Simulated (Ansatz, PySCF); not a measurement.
Here is a job for PySCF.
```python
from pyscf import gto, scf, dft

mol = gto.Mole()
mol.atom = '''
    C    -0.690874   -1.745536   -0.185858
    C     0.688625   -1.747025   -0.180123
    C     1.523753   -0.587811   -0.548798
    C     1.520403    0.584525    0.561453
    C     0.690874    1.745536    0.185858
    C    -0.688625    1.747025    0.180123
    C    -1.523753    0.587811    0.548798
    C    -1.520403   -0.584525   -0.561453
    H    -1.204914   -2.575136    0.295300
    H     1.196855   -2.577729    0.305285
    H     1.177291   -0.128048   -1.478045
    H     2.563467   -0.904128   -0.698020
    H     2.559521    0.898598    0.719317
    H     1.165235    0.125519    1.487783
    H     1.204914    2.575136   -0.295300
    H    -1.196855    2.577729   -0.305285
    H    -1.177291    0.128048    1.478045
    H    -2.563467    0.904128    0.698020
    H    -1.165235   -0.125519   -1.487783
    H    -2.559521   -0.898598   -0.719317
'''
mol.basis = 'sto-3g'
mol.charge = -1
mol.spin = 1
mol.verbose = 4
mol.build()

mf = dft.UKS(mol)
mf.xc = 'b3lyp'
mf.grids.atom_grid = (99, 590)
mf.grids.prune = None
mf.kernel()
```

Task: Give the equivalent Ansatz (a program for electronic structure) input.

Result: This is not unique; one that fits is 
Ansatz 0.2 input:
```yaml
crystal:
  periodic: [false, false, false]
  atoms:
    - {symbol: C, position_ang: [-0.69087412, -1.74553618, -0.18585767]}
    - {symbol: C, position_ang: [0.68862544, -1.74702532, -0.18012278]}
    - {symbol: C, position_ang: [1.52375294, -0.58781095, -0.54879789]}
    - {symbol: C, position_ang: [1.52040289, 0.58452485, 0.56145313]}
    - {symbol: C, position_ang: [0.69087412, 1.74553618, 0.18585767]}
    - {symbol: C, position_ang: [-0.68862544, 1.74702532, 0.18012278]}
    - {symbol: C, position_ang: [-1.52375294, 0.58781095, 0.54879789]}
    - {symbol: C, position_ang: [-1.52040289, -0.58452485, -0.56145313]}
    - {symbol: H, position_ang: [-1.20491430, -2.57513596, 0.29530008]}
    - {symbol: H, position_ang: [1.19685513, -2.57772862, 0.30528478]}
    - {symbol: H, position_ang: [1.17729101, -0.12804771, -1.47804495]}
    - {symbol: H, position_ang: [2.56346734, -0.90412835, -0.69801976]}
    - {symbol: H, position_ang: [2.55952115, 0.89859820, 0.71931718]}
    - {symbol: H, position_ang: [1.16523511, 0.12551900, 1.48778336]}
    - {symbol: H, position_ang: [1.20491430, 2.57513596, -0.29530008]}
    - {symbol: H, position_ang: [-1.19685513, 2.57772862, -0.30528478]}
    - {symbol: H, position_ang: [-1.17729101, 0.12804771, 1.47804495]}
    - {symbol: H, position_ang: [-2.56346734, 0.90412835, 0.69801976]}
    - {symbol: H, position_ang: [-1.16523511, -0.12551900, -1.48778336]}
    - {symbol: H, position_ang: [-2.55952115, -0.89859820, -0.71931718]}
basis:
  gaussian:
    orbitals: STO-3G
hamiltonian:
  xc: b3lyp
total_charge: -1
magnetization: {spin_polarized: true, initial_magnetization: 1}
accuracy: high
```

Both were run: PySCF gave -308.079845 Eh and Ansatz -308.079844 Eh, 0.001 mEh apart.
